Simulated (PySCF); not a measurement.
C4H7F3.
Cartesian coordinates in Å at the PBE0-D3(BJ)/def2-SVP level; atoms count from 1:
```xyz
14
C4H7F3 angstrom
C     -0.1559   -1.1691   -0.8782
C     -0.1340   -0.2115    0.3050
C     -1.1065    0.9384    0.1272
F     -0.7738    1.6638   -0.9954
C      1.2641    0.3174    0.5604
F      2.1182   -0.7079    0.7830
F      1.2677    1.0976    1.6687
H      0.0841   -0.6370   -1.8110
H      0.5714   -1.9807   -0.7420
H     -1.1539   -1.6165   -0.9950
H     -0.4209   -0.7450    1.2288
H     -1.0805    1.6133    0.9975
H     -2.1327    0.5541    0.0018
H      1.6509    0.9164   -0.2823
```

All values: B3LYP/def2-SVPD (PySCF, non-relativistic), on one gas-phase PBE0-D3(BJ)/def2-SVP geometry that isn't relaxed in the solvent. The solvent is an IEF-PCM continuum (cavity from Bondi-type radii × 1.2). Only the electrostatic response of the medium enters.

Gas phase at B3LYP/def2-SVPD: HOMO -9.18 eV, LUMO 0.35 eV, dipole 2.00 D.

**Question.** What does the continuum do to the energy, the frontier levels and the dipole at B3LYP/def2-SVPD in benzene and tetrahydrofuran?

**Answer.** 
```json
{"solvent": "benzene", "ε": "2.271", "E(solvent) − E(gas) (kcal/mol)": "-2.11", "polarisation term (kcal/mol)": "-2.24", "distortion of the solute (kcal/mol)": "0.13", "HOMO (eV)": "-9.07", "LUMO (eV)": "0.50", "dipole (D)": "2.22"}
{"solvent": "tetrahydrofuran", "ε": "7.426", "E(solvent) − E(gas) (kcal/mol)": "-3.79", "polarisation term (kcal/mol)": "-4.22", "distortion of the solute (kcal/mol)": "0.43", "HOMO (eV)": "-9.00", "LUMO (eV)": "0.57", "dipole (D)": "2.41"}
```

Polarisation term: ½ Σ q·V over the induced surface charges. Distortion: the rise of the solute's own energy as its density leaves the gas-phase optimum. The atom shares or the degeneracy of the LUMO differ from the gas phase in tetrahydrofuran, so that column needn't follow one orbital. From benzene to tetrahydrofuran the lowering changes by a factor 1.80, Onsager's factor (ε − 1)/(2ε + 1) by 1.77 and ε itself by 3.3.

**Question.** Which radius a makes the point-dipole formula ΔE = −[(ε − 1)/(2ε + 1)]·μ²/a³ give the value in tetrahydrofuran, with the gas-phase dipole?

**Answer.** μ = 0.789 au and |ΔE| = 0.00604 Eh give a = 1.84 Å; the farthest nucleus lies 2.37 Å from the centroid of the nuclei, so such a sphere wouldn't even hold the nuclei. The formula assumes a rigid point dipole at the centre of a sphere.

**Question.** Give the dipole vector in the frame of the coordinates (D, pointing from negative to positive charge), gas and tetrahydrofuran.

**Answer.** Gas (-1.72, -0.97, -0.33), solvent (-2.09, -1.15, -0.34). Its length changes by +20 % and its direction by 2°.

**Question.** How does the static polarisability (B3LYP/def2-SVPD, frozen core, with the continuum's full static response) change?

**Answer.** 
```csv
medium,isotropic (au),principal values (au),⟨r²⟩ of the electrons (bohr²)
gas,52.8,"49.1, 54.2, 55.1",787.2
benzene,58.9,"55.3, 60.0, 61.3",787.3
tetrahydrofuran,64.8,"62.0, 65.4, 67.1",787.4
```

The isotropic value in tetrahydrofuran is 1.23 times the gas-phase one; no cavity-field correction is applied. ⟨r²⟩ is taken about the centre of nuclear charge.
